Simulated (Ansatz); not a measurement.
Geometry optimisation, RHF/6-31G (Ansatz 0.2.0).

Input file:

```yaml
crystal:
  periodic: [false, false, false]
  atoms:
    - { symbol: B, position_ang: [-0.3602, 2.0004, -0.0149] }
    - { symbol: O, position_ang: [-0.3169, 0.7868, 0.7701] }
    - { symbol: C, position_ang: [-0.0014, -0.4688, 0.2483] }
    - { symbol: C, position_ang: [-0.0854, -1.5272, 1.0302] }
    - { symbol: "N", position_ang: [0.5973, -0.6394, -1.0652] }
    - { symbol: H, position_ang: [-0.6945, 3.0702, 0.5148] }
    - { symbol: H, position_ang: [-0.3098, 2.0434, -1.201] }
    - { symbol: H, position_ang: [0.137, -2.5133, 0.6797] }
    - { symbol: H, position_ang: [-0.574, -1.4105, 2.0683] }
    - { symbol: H, position_ang: [0.8963, 0.1856, -1.5988] }
    - { symbol: H, position_ang: [0.7771, -1.5842, -1.411] }
basis:
  gaussian: { orbitals: "6-31G" }
hamiltonian:
  xc: hf
relax:
  f_tol: 0.02
  max_steps: 40
output:
  orbitals: {}
```

Launched with:

```bash
$ ansatz run input.yaml --threads 1 --pin off --max-ram 2048MiB --backend cpu --events-out ev --progress --plain --runs-dir out
```

Question: Where does it end, and by what steps?

Answer: The forces met the threshold. Limits of this set-up: no polarisation functions. After 14 steps the energy has fallen by 0.788 eV; H6 moved furthest, 0.21 Å.

```csv
step,energy less start (eV),largest force component (eV/Å),accepted
0,0.0000,2.999,yes
1,-0.3494,2.573,yes
2,-0.5752,2.174,yes
3,-0.7200,0.633,yes
4,-0.7755,0.301,yes
5,-0.7804,0.284,yes
6,-0.7805,0.274,yes
7,-0.7797,0.577,no
8,-0.7872,0.083,yes
9,-0.7877,0.139,yes
10,-0.7878,0.106,yes
11,-0.7883,0.079,yes
12,-0.7883,0.024,yes
13,-0.7883,0.048,no
14,-0.7884,0.005,yes
```

```xyz
11
Properties=species:S:1:pos:R:3
B -0.414 1.964 -0.038
O -0.254 0.778 0.621
C 0.066 -0.504 0.216
C -0.126 -1.504 1.064
N 0.548 -0.601 -1.071
H -0.732 2.894 0.616
H -0.226 2.054 -1.208
H 0.143 -2.508 0.810
H -0.565 -1.316 2.020
H 0.935 0.179 -1.539
H 0.690 -1.494 -1.471
```

Run time: 26 s on 1 thread of Arm Neoverse V1, on a shared host, peak memory 0.14 GiB.
